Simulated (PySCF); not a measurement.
BCl2, SMILES `Cl[B]Cl` (charge 0, multiplicity 2)

The numbers are results of ωB97X-D3(BJ)/def2-TZVP // PBE0-D3(BJ)/def2-TZVP run with PySCF 2.14.0, not measurements.

- highest occupied spin orbital: -8.73 eV
- dipole moment: 0.30 D
- total energy: -945.3098 Ha
- cost: very roughly 50 core-seconds

```xyz
3

Cl     1.5288    -0.2593     0.0000
B     -0.0013     0.5259     0.0000
Cl    -1.5275    -0.2666     0.0000
```
Charge 0, spin multiplicity 2.
